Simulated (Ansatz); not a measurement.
Reaction (formal exchange of groups at the Si–Si bond): `CC[SiH](O)[SiH3]` + `C=CSC` → `C=C([SiH3])SC` + `CC[SiH2]O`

Computed with Ansatz on PBE0-D4/def2-TZVP structures; ΔE is electronic, products minus reactants. CCSD(T)/CBS is the MP2 limit (def2-TZVPP, def2-QZVPP) plus CCSD(T) − MP2 in def2-TZVPP, frozen cores. DFT in def2-TZVPP. B3LYP here is the variant with VWN-RPA as its local correlation; programs differ in this. Each species was taken in one conformer, which may not be the lowest.

`CC[SiH](O)[SiH3]`:

```xyz
15

C     0.206   -2.274    0.257
C    -0.041   -1.005   -0.553
Si   -0.144    0.543    0.499
O     1.236    0.780    1.387
Si   -0.420    2.461   -0.817
H     0.241   -3.161   -0.381
H    -0.583   -2.434    0.998
H     1.157   -2.225    0.793
H     0.750   -0.868   -1.299
H    -0.979   -1.084   -1.116
H    -1.309    0.382    1.426
H     1.355    0.240    2.169
H    -1.649    2.320   -1.648
H    -0.559    3.683    0.020
H     0.738    2.643   -1.735
```

`C=CSC`:

```xyz
10

C     1.723   -1.183   -0.374
C     0.554   -0.670   -0.008
S    -0.445    0.323   -1.035
C    -1.434    1.177    0.201
H     2.256   -1.858    0.285
H     2.173   -0.962   -1.335
H     0.126   -0.901    0.964
H    -0.822    1.842    0.810
H    -2.170    1.769   -0.343
H    -1.961    0.464    0.836
```

`C=C([SiH3])SC`:

Z-matrix (Å, degrees):
```
Si
C 1 1.870
H 1 1.487 2 110.8
H 1 1.485 2 107.8 3 -120.4
H 1 1.487 2 111.4 3 120.0
S 2 1.754 1 121.3 3 -51.3
C 2 1.337 1 119.3 3 123.1
C 6 1.798 2 103.4 1 -28.0
H 7 1.084 2 120.9 1 -0.4
H 7 1.087 2 122.2 1 -179.4
H 8 1.091 6 105.6 2 178.8
H 8 1.090 6 111.7 2 -63.0
H 8 1.091 6 111.9 2 61.2
```

`CC[SiH2]O`:

Z-matrix (Å, degrees):
```
C
C 1 1.526
H 1 1.094 2 111.5
H 1 1.093 2 111.3 3 -120.0
H 1 1.093 2 111.8 3 120.2
Si 2 1.868 1 113.6 3 58.5
H 2 1.096 1 110.5 3 -179.4
H 2 1.097 1 110.5 3 -62.4
O 6 1.653 2 112.4 1 59.9
H 6 1.494 2 108.7 1 -61.8
H 6 1.484 2 110.7 1 177.7
H 9 0.957 6 117.6 2 -78.7
```

CCSD(T)/CBS gives -7.5 kJ/mol.

(1) Another level gave +2.2 kJ/mol. Which?
A. MP2/def2-TZVPP
B. HF/def2-TZVPP
C. B3LYP/def2-TZVPP
D. PBE-D4/def2-TZVPP

Largest T1 diagnostic among the species: 0.012.

Answers

(1) C. B3LYP 2.2, PBE-D4 6.4, HF/def2-TZVPP -5.6, MP2/def2-TZVPP -15.6 kJ/mol.

From PBE to PBE0 (25 % exact exchange), in def2-TZVPP and without D4, ΔE moves by −3.4 kJ/mol. The D4 term adds −5.7 kJ/mol with B3LYP and −2.8 kJ/mol with PBE0; it sums over pairs of atoms, weighted by their polarisabilities, and B3LYP, whose exchange is more repulsive, gets the larger term.
